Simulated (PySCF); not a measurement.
Computed properties of GeHO, SMILES [Ge]=[OH+]

GeHO, SMILES [OH+]=[Ge] (connectivity only; charge and spin as stated), charge +1, multiplicity 1. Geometry: PBE0-D3(BJ)/def2-TZVP. The isomer is the one that the SMILES or the coordinates give; other isomers of the formula were not compared. The values are those of a single conformer. All values are computed for the isolated molecule unless a solvent is named; none is compared with measurement here.

**Structure.** The optimised structure has C∞v symmetry. All 4 harmonic modes at PBE0-D3(BJ)/def2-TZVP (PySCF) are real, so it is a minimum.

**Vibrations.** The strongest infrared lines (harmonic, unscaled, degenerate partners summed) lie at 3836 cm⁻¹ (536 km/mol, H 93 %), 196 cm⁻¹ (492 km/mol, H 86 %, O 14 %), 902 cm⁻¹ (105 km/mol, O 76 %, Ge 19 %). The softest mode is at 196 cm⁻¹ and the zero-point energy is 7.3 kcal/mol.

**Electronic structure.** ωB97X/def2-TZVPD (PySCF) places the frontier levels at -19.55 and -6.58 eV, a gap of 12.97 eV and a mean polarisability of 23.9 bohr³. PBE/def2-TZVPD (PySCF) at the same geometry gives -15.48 and -9.61 eV, so its gap is 7.10 eV narrower. An orbital gap is neither the optical nor the fundamental gap.

**Excitations.** TDA-B3LYP/def2-TZVPD (PySCF) has S1 at 6.14 eV (202 nm, f = 0.000, dark); the most intense of the 10 singlets computed lies at 11.25 eV (f = 1.21). Strengths of degenerate partners are summed. T1 (TDA) is at 5.49 eV, 0.65 eV under S1. TDA-PBE/def2-TZVPD (PySCF) puts S1 at 5.87 eV. No vertical singlet excitation falls in the visible range (under 3.1 eV).

**NMR.** GIAO shifts at PBE0/pcSseg-2 (PySCF) (non-relativistic, atoms alike by connectivity averaged): ¹H at 5.7 ppm against TMS.
